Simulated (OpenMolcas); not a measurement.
Co2+ (d7) among equal point charges was computed by CASSCF with the d shell active (OpenMolcas, ANO-RCC-VDZP on the metal). Its lowest spin-free states, and all those of the highest spin:

```json
{"2S+1": "4", "Degeneracy": "1", "E (cm-1)": "0.0"}
{"2S+1": "4", "Degeneracy": "2", "E (cm-1)": "1896"}
{"2S+1": "4", "Degeneracy": "1", "E (cm-1)": "7722"}
{"2S+1": "4", "Degeneracy": "2", "E (cm-1)": "8610"}
{"2S+1": "2", "Degeneracy": "1", "E (cm-1)": "14997"}
{"2S+1": "4", "Degeneracy": "1", "E (cm-1)": "17023"}
{"2S+1": "2", "Degeneracy": "1", "E (cm-1)": "18798"}
{"2S+1": "2", "Degeneracy": "1", "E (cm-1)": "19987"}
{"2S+1": "2", "Degeneracy": "2", "E (cm-1)": "21126"}
{"2S+1": "2", "Degeneracy": "2", "E (cm-1)": "22715"}
{"2S+1": "2", "Degeneracy": "1", "E (cm-1)": "23117"}
{"2S+1": "4", "Degeneracy": "2", "E (cm-1)": "23950"}
{"2S+1": "4", "Degeneracy": "1", "E (cm-1)": "29882"}
```

**Question.** Is the site octahedral, tetrahedral or cube-like, axial, or of lower symmetry?

**Answer.** The states with 2S+1 = 4 have orbital degeneracies 1, 2, 1, 2, 1, 2, 1. There are pairs but no triples, so the site is axial: not cubic, but with a proper or improper axis of order three or more. The run had Co2+ among 6 point charges of -2.2 e arranged as a tetragonal octahedron (D4h), 1.79 Å from the ion, with the axial distance 1.969 Å. The active orbitals were held to one l.

Without dynamic correlation the repulsion within the d shell is too large (B by tens of per cent), so at a given field states of lower spin stand too high. This is an electrostatic model: the charges have no orbitals. No measured value stands beside these numbers.
